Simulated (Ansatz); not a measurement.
`[SH][InH][SH]` + H• → `[SH][In][SH]`• + H₂  (hydrogen abstraction from the In–H bond)

Gas-phase electronic energies from Ansatz, PBE0-D4/def2-TZVP geometries. CCSD(T)/CBS is the MP2 limit (def2-TZVPP, def2-QZVPP) plus CCSD(T) − MP2 in def2-TZVPP, frozen cores. This one scheme is used for every species, atoms too. Functionals use def2-TZVPP. B3LYP here is the variant with VWN-RPA as its local correlation; programs differ in this. Open shells (•) are unrestricted, without spin–orbit coupling. def2 core potentials past Kr. Bonds to In are less sure, by a few kJ/mol each and by 10 to 20 or more in all where they break to atoms, as the def2 sets lack core-valence functions. Each species was taken in one conformer, which may not be the lowest.

Task: Is it downhill or uphill in electronic energy at CCSD(T)/CBS, and by how much? (An estimate is asked.)

Result: Computed: Downhill: ΔE = -152.6 kJ/mol.

Task: What do these levels give: r2SCAN-D4, ωB97M-V, B2PLYP, r2SCAN, PBE0, B3LYP, MP2/def2-TZVPP, CCSD(T)/def2-TZVPP, MP2/def2-QZVPP, CCSD/def2-QZVPP, CCSD(T)/def2-QZVPP, HF/CBS(def2)? (Best estimate.)

Result: Ansatz gave: r2SCAN-D4 -162.2, ωB97M-V -149.2, B2PLYP -162.2, r2SCAN -162.5, PBE0 -150.8, B3LYP -174.4, MP2/def2-TZVPP -140.2, CCSD(T)/def2-TZVPP -151.4, MP2/def2-QZVPP -141.1, CCSD/def2-QZVPP -152.3, CCSD(T)/def2-QZVPP -151.5, HF/CBS(def2) -127.3 kJ/mol.

Largest T1 diagnostic among the species: 0.018.

In def2-TZVPP, CCSD(T) changes the Hartree–Fock value by −24.8 kJ/mol (the triples alone add +0.3 kJ/mol) and MP2 by −13.6 kJ/mol. From PBE to PBE0 (25 % exact exchange), in def2-TZVPP and without D4, ΔE moves by +9.4 kJ/mol.
